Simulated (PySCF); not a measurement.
HfI3 (SMILES [I][Hf]([I])[I]), doublet, geometry from GFN2-xTB (such geometries of metal compounds can be far from the true shape) (the multiplicity is a formal guess) (core potentials on Hf, I).

The PySCF input:
```python
from pyscf import gto, scf, dft

mol = gto.Mole()
mol.atom = '''
    Hf   -0.000000   -0.000000    0.000000
    I    -2.147568   -1.652905   -0.262592
    I    -0.033720    2.468631   -1.147965
    I     2.181289   -0.815726    1.410557
'''
mol.basis = 'def2-svp'
mol.ecp = {'Hf': 'def2-svp', 'I': 'def2-svp'}
mol.charge = 0
mol.spin = 1
mol.verbose = 4
mol.build()

mf = dft.UKS(mol)
mf.xc = 'blyp'
mf.kernel()
mf.analyze()
```

Question: What nuclear repulsion energy does BLYP/def2-SVP in PySCF give?

Answer: 385.3198 Eh

Question: What dipole moment does BLYP/def2-SVP give?

Answer: 0.00 D

Question: What is the computed <S^2> (BLYP/def2-SVP)?

Answer: 0.753

Question: Estimate the total energy that BLYP/def2-SVP returns for this input.

Answer: -941.0915 Eh

These values belong to the state on which the SCF converged, which isn't shown to be the lowest.

Question: Roughly what does it cost on one core?

Answer: very roughly 20 core-seconds.
